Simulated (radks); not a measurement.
Results of a calculation; reference values are marked as such.
Polarisability of neutral potassium, [Ar] 4s1, at imaginary frequency. Level of theory: non-relativistic Kohn-Sham, LB94 model potential, spin-unpolarised, spherical densities, point nucleus (a radial shooting solver on a logarithmic mesh with Libxc functionals). Response by self-consistent Sternheimer equations with the Hartree and adiabatic LDA kernel.

w (hartree),alpha1(iw) (bohr^3),alpha2(iw) (bohr^5)
0.00266,150.4,3114
0.0143,146.3,3039
0.0360,127.0,2695
0.0697,89.64,2035
0.118,52.67,1331
0.186,29.09,787.4
0.280,16.65,437.0
0.413,10.26,234.0
0.605,6.687,123.0
0.892,4.333,63.54
1.35,2.587,31.67
2.12,1.332,14.49
3.59,0.5637,5.598
6.94,0.1859,1.602
17.5,0.04003,0.2608

Static values: alpha1 = 150.6 bohr^3 (22.32 angstrom^3; uncoupled 190.8), alpha2 = 3117 bohr^5, alpha3 = 76790 bohr^7. C6 = 1500, C8 = 165500, triple-dipole C9 = 163500 atomic units. One-pole (London) frequency 4 C6 / (3 alpha1^2) = 0.088 hartree, against 0.181 for minus the highest occupied eigenvalue. Recommended static value: 289.7 bohr^3 (Schwerdtfeger and Nagle, 2023 table).

Beside tabulated values, note that spin-unpolarised runs miss the spin-polarisation part of the exchange energy of open shells.
